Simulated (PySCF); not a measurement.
An unknown gives this computed stick spectrum. Level of theory: TDDFT PBE0/def2-SVPD, vertical, gas phase, core orbitals frozen in the response in PySCF 2.14.0, density-fitted response routines. Geometries: GFN2-xTB, one conformer each.

| state | E (eV) | λ (nm) | f |
| --- | --- | --- | --- |
| S1 | 4.23 | 292.9 | 0.0000 |
| S2 | 7.24 | 171.3 | 0.032 |
| S3 | 7.49 | 165.5 | 0.0003 |
| S4 | 7.70 | 161.0 | 0.0056 |
| S5 | 7.79 | 159.2 | 0.012 |
| S6 | 7.82 | 158.5 | 0.0074 |

Triplets computed (Tamm–Dancoff): 3.64, 5.91 eV.

Problem. Which structure fits? All have the formula C5H5F3O.
A. `C=C/C(=C\F)OC(F)F`
B. `O=C1CC[C@@H]1C(F)(F)F`
C. `C1C[C@H]([C@@]1(F)C(=O)F)F`
D. `FC(F)=C(F)[C@@H]1CCO1`

Solution. B. Its S1, at 4.23 eV, is the lowest among the candidates; the nearest of the others has S1 at 5.59 eV. S1 is HOMO→LUMO (98%). S1 has the pattern of n→π* at C=O. At the same level the other candidates give, for their lowest levels:
- `FC(F)=C(F)[C@@H]1CCO1`: 6.20 eV (f 0.028); 6.50 eV (f 0.003); 6.78 eV (f 0.013); 6.96 eV (f 0.212); 7.23 eV (f 0.003); T1 4.23 eV; HOMO -7.41, LUMO -0.15 eV
- `C=C/C(=C\F)OC(F)F`: 5.59 eV (f 0.457); 6.63 eV (f 0.007); 6.82 eV (f 0.130); 6.85 eV (f 0.007); 7.22 eV (f 0.014); T1 3.13 eV; HOMO -7.12, LUMO -1.32 eV
- `O=C(F)[C@@]1(F)CC[C@H]1F`: 5.82 eV (f 0.003); 7.07 eV (f 0.050); 7.29 eV (f 0.002); 7.70 eV (f 0.012); 8.33 eV (f 0.006); T1 5.20 eV; HOMO -9.19, LUMO -1.26 eV

Conformer computed: `[O:1]=[C:2]1[CH2:3][CH2:4][C@@H:5]1[C:6]([F:7])([F:8])[F:9]`: C4–C5–C6–F7 -52°.
